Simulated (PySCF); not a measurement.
A structure optimised at PBE0-D3(BJ)/def2-SVP (Å):
```
atom  x, y, z in Å
N1    -2.0095    0.6559    0.5860
B2    -1.3737    0.1463   -0.5374
N3     0.0396   -0.2081   -0.4861
C4     0.8572   -0.1021    0.5877
O5     0.5593    0.2933    1.6997
C6     2.2963   -0.5364    0.3123
O7     2.6645   -0.9300   -0.7605
H8    -2.9855    0.9125    0.5921
H9    -1.5012    0.7819    1.4556
H10   -1.9538   -0.0181   -1.5833
H11    0.5119   -0.5707   -1.3099
H12    2.9627   -0.4450    1.2026
```

Neutral, closed shell.

(1) Which heavy atoms are bonded, and with what formal order?

(2) Give the structure as a SMILES string.

(3) What is the point group of this geometry?

(4) Describe the place of each heavy atom.

(5) What is the arrangement about C6?

(6) What is the arrangement about N3?

Results:

(1) N1–B2 1.39 Å (single); B2–N3 1.46 Å (single); N3–C4 1.35 Å (single); C4–O5 1.22 Å (double); C4–C6 1.53 Å (single); C6–O7 1.20 Å (double). Bonds to hydrogen (Å): N1–H8 1.01; N1–H9 1.02; B2–H10 1.21; N3–H11 1.02; C6–H12 1.12.

(2) `NBNC(=O)C=O`, C2H5BN2O2. Among its features: amide, aldehyde and three-coordinate boron.

(3) Cs (every atom within 0.08 Å of its image).

(4) N1: boron-bound nitrogen; B2: three-coordinate boron; N3: amide nitrogen; C4: amide carbonyl carbon; O5: amide oxygen; C6: aldehyde carbon; O7: aldehyde oxygen.

(5) It has 3 neighbours (C4, O7, H12) and is planar (angles 123.8°, 122.9° and 113.3°, sum 360.0°, 0.00 Å off the plane of its three neighbours).

(6) It has 3 neighbours (B2, C4, H11) and is planar (angles 126.5°, 120.6° and 113.0°, sum 360.0°, 0.00 Å off the plane of its three neighbours).

The numbers are calculated, not measured.
